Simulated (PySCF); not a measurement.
C₂H₁₀OSi₃. Atoms are numbered in the order given.

```xyz
16

O      2.8140     1.3985     0.2989
Si     1.6268     0.4182    -0.3508
C     -0.1634     1.0546    -0.5922
C     -0.8791    -0.3393    -0.5017
Si    -2.7036    -0.2743    -0.0439
Si     0.3387    -1.2289     0.7066
H      2.6863     1.7013     1.2055
H      2.1862    -0.0513    -1.6483
H     -0.3906     1.6188    -1.5111
H     -0.4553     1.6910     0.2625
H     -0.7895    -0.8642    -1.4704
H     -3.2735    -1.6513     0.0630
H     -3.4979     0.4871    -1.0566
H     -2.8534     0.4097     1.2758
H      0.4820    -2.7072     0.5583
H     -0.0181    -0.9229     2.1269
```

The structure is a stationary point at B3LYP-D3(BJ)/def2-SVP. The structure was generated by enumeration; whether it is a known compound was not checked. Other conformers were not sampled.

All values below come from PBE/pcSseg-1 (PySCF).

GIAO shieldings, no solvent; atoms listed in one row are averaged. δ = σ(ref) − σ: ¹⁷O against H2O (σ = 334.3 ppm); ²⁹Si against TMS (σ = 335.4 ppm); ¹³C against TMS (σ = 182.0 ppm); ¹H against TMS (σ = 31.49 ppm), references at their B3LYP-D3(BJ)/def2-TZVP geometries, non-relativistic.

Computed chemical shifts:
| nucleus | atoms | count | δ (ppm) |
|---|---|---|---|
| ¹⁷O | O1 | 1 | 77.7 |
| ²⁹Si | Si2 | 1 | -3.0 |
| ²⁹Si | Si6 | 1 | -33.9 |
| ²⁹Si | Si5 | 1 | -59.7 |
| ¹³C | C3 | 1 | 32.7 |
| ¹³C | C4 | 1 | -6.0 |
| ¹H | H8 | 1 | 5.53 |
| ¹H | H15 | 1 | 4.98 |
| ¹H | H16 | 1 | 4.43 |
| ¹H | H12, H13, H14 | 3 | 4.40 |
| ¹H | H9 | 1 | 2.25 |
| ¹H | H7 | 1 | 2.06 |
| ¹H | H10 | 1 | 1.62 |
| ¹H | H11 | 1 | 0.45 |
